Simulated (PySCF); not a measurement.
An excited-state job on `C(#N)C(C1CC1)C#N`.

Computed with TDDFT CAM-B3LYP/def2-SVPD, vertical, gas phase, core orbitals frozen in the response (PySCF 2.14.0, density-fitted response routines). Geometry: GFN2-xTB. The input is one job of a driver script: a line of settings, then coordinates in Å.

Input:
```
{"job": {"kind": "uv", "xc": "CAM-B3LYP", "basis": "def2-SVPD", "nstates": 8, "ntriplets": 3}, "charge": 0, "multiplicity": 1}
N      2.147678     2.357571     0.370324
C      1.621399     1.347560     0.445651
C      0.932119     0.072538     0.517610
C      1.887993    -0.995630     0.291174
N      2.624271    -1.845277     0.094278
C     -0.178655     0.014522    -0.526168
C     -1.519987     0.594768    -0.194075
C     -1.350047    -0.890379    -0.291777
H      0.514547    -0.042124     1.527217
H      0.184849     0.122620    -1.541235
H     -1.660103     1.033030     0.782954
H     -2.059479     1.106997    -0.975072
H     -1.374278    -1.471715     0.618038
H     -1.770986    -1.404952    -1.141085
```

**Question.** What does the run print?

**Answer.** 
```
coarse grid: 12360 points
cycle   1  E = -341.0595370177  dE =  1.496e+00  |g| = 7.186e-01  |ddm| = 6.545e+00
cycle   2  E = -340.7492544387  dE =  3.103e-01  |g| = 1.437e+00  |ddm| = 2.695e+00
cycle   3  E = -341.1922853415  dE = -4.430e-01  |g| = 5.737e-02  |ddm| = 1.824e+00
cycle   4  E = -341.1928715546  dE = -5.862e-04  |g| = 3.911e-02  |ddm| = 2.134e-01
cycle   5  E = -341.1932335255  dE = -3.620e-04  |g| = 4.438e-03  |ddm| = 7.799e-02
cycle   6  E = -341.1932392884  dE = -5.763e-06  |g| = 1.449e-03  |ddm| = 1.794e-02
final grid: 121464 points
cycle   7  E = -341.2569984779  dE = -3.597e-05  |g| = 3.599e-03  |ddm| = 1.102e-01
cycle   8  E = -341.2569978602  dE =  6.177e-07  |g| = 4.185e-03  |ddm| = 1.770e-02
cycle   9  E = -341.2570017166  dE = -3.856e-06  |g| = 1.145e-03  |ddm| = 6.570e-03
cycle  10  E = -341.2570019774  dE = -2.608e-07  |g| = 2.874e-04  |ddm| = 1.608e-03
cycle  11  E = -341.2570019947  dE = -1.731e-08  |g| = 5.112e-05  |ddm| = 6.450e-04
cycle  12  E = -341.2570019954  dE = -6.423e-10  |g| = 9.460e-06  |ddm| = 1.455e-04
converged SCF energy = -341.2570019954

Static polarisability (au): isotropic 72.139, principal 56.411 79.356 80.649

Singlet excitations
state   eV       nm        f      main configurations
  1   7.7137    160.7   0.00127   H-2->L+1 0.48, H-1->L+1 0.14, H-5->L+7 0.09
  2   7.8357    158.2   0.00002   H-5->L+1 0.20, H-3->L 0.14, H-4->L+6 0.10
  3   8.0647    153.7   0.00068   H-3->L+1 0.39, H->L 0.16, H-2->L+6 0.10
  4   8.1087    152.9   0.00098   H->L+1 0.24, H-3->L 0.15, H-5->L+1 0.13
  5   8.1291    152.5   0.02659   H-1->L 0.21, H-4->L+1 0.12, H-2->L+1 0.11
  6   8.2077    151.1   0.00179   H-3->L+6 0.22, H-4->L+1 0.16, H-4->L 0.11
  7   8.4460    146.8   0.00137   H->L 0.65
  8   8.5375    145.2   0.00186   H-1->L 0.66

Triplet excitations (Tamm-Dancoff, eV): 6.4478 6.4699 6.9982
```

The SCF starts on a coarse grid where the log names one; the energy can jump when the final grid takes over, and dE then counts from the start density on the new grid. H and L stand for HOMO and LUMO; the number after each pair is its weight.

**Question.** How does the lowest singlet excitation compare with the HOMO–LUMO gap?

**Answer.** HOMO -10.86 eV and LUMO 0.65 eV give a gap of 11.51 eV; S1 at 7.71 eV lies 3.80 eV below it.

**Question.** Which computed singlet has the largest oscillator strength, and what do all of them sum to?

**Answer.** State 5 at 8.13 eV (153 nm), f = 0.027; the 8 states sum to 0.035.

Summary of the converged run: HOMO -10.86 eV, LUMO 0.65 eV; lowest singlet 7.71 eV; lowest triplet 6.45 eV (Tamm–Dancoff); mean polarisability 72.1 au.

The run took 63 s of wall time on Arm Neoverse V1, one thread, on a shared host.

One conformer stands for the species.
Labels such as C1 count atoms from 1, the log's own numbers from 0.
